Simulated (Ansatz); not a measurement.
`C/N=C/S` and `C/N=C\[Se][AlH2]` differ in one atom or group (the configuration at the double bond changes too).

Ansatz, PBE0-D4/def2-TZVP geometries, multiplicity 1. Each molecule was computed in one conformer, which needn't be the lowest.

Scalar relativity is left out up to krypton.

| property | `C/N=C/S` |
| --- | --- |
| HOMO energy (B3LYP/def2-TZVPP) / eV | -6.83 |
| LUMO energy (PBE0/def2-TZVPP) / eV | -0.21 |
| HOMO–LUMO gap (PBE/def2-TZVPP) / eV | 4.67 |
| HOMO–LUMO gap (B3LYP/def2-TZVPP) / eV | 6.37 |
| HOMO–LUMO gap (PBE0/def2-TZVPP) / eV | 6.84 |
| size of the dipole moment (ωB97M-V/def2-TZVPP) / D | 2.43 |

Q: Give the same properties after the change, and the shifts. (An estimate is asked.)

A: Computed: 
| property | `C/N=C\[Se][AlH2]` | shift |
| --- | --- | --- |
| HOMO energy (B3LYP/def2-TZVPP) / eV | -6.93 | -0.10 |
| LUMO energy (PBE0/def2-TZVPP) / eV | -1.56 | -1.35 |
| HOMO–LUMO gap (PBE/def2-TZVPP) / eV | 3.69 | -0.98 |
| HOMO–LUMO gap (B3LYP/def2-TZVPP) / eV | 5.19 | -1.18 |
| HOMO–LUMO gap (PBE0/def2-TZVPP) / eV | 5.60 | -1.24 |
| size of the dipole moment (ωB97M-V/def2-TZVPP) / D | 0.93 | -1.50 |

With PBE0 the HOMO falls by 0.11 eV and the LUMO falls by 1.35 eV, so the gap narrows by about 1.24 eV. PBE moves the HOMO by -0.05 eV and ωB97M-V by -0.09 eV. Dipoles are sizes alone; their direction can turn.

B3LYP here is the variant with VWN-RPA as its local correlation; programs differ in this.

Spin–orbit coupling is left out; it splits and shifts lone-pair levels of the heavy atoms by tenths of an eV.
